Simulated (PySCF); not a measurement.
# How methods differ on the excitation energy of Pb⁺

Pb⁺ [Xe] 4f14 5d10 6s2 6p1 (2P) → Pb⁺ [Xe] 4f14 5d10 6s2 6d1 (2D), as a difference of total energies. Calculation: PySCF 2.14, in aug-cc-pVTZ-PP with one added diffuse shell each of d, f type with ECP60MDF (6s5p5d3f, 67 functions); a scalar-relativistic core potential. Correlated levels: valence: 5s2 5p6 5d10 frozen. The calculations carry no spin-orbit coupling.

| method | excitation energy (cm⁻¹) |
| --- | --- |
| UHF | 59943 |
| LDA | 58979 |
| PBE | 56854 |
| PBE0 | 58493 |
| r2SCAN | 59509 |
| wB97X | 61309 |
| M06-L | 56168 |
| revPBE | 56225 |
| LC-wPBE | 62740 |
| MP2 (valence) | 59503 |
| SCS-MP2 (valence) | 59596 |

Errors of the correlated levels include the incompleteness of this basis and the frozen core.

For comparison: 59887 cm⁻¹ (measured; NIST levels, between the centres of gravity of the two terms).
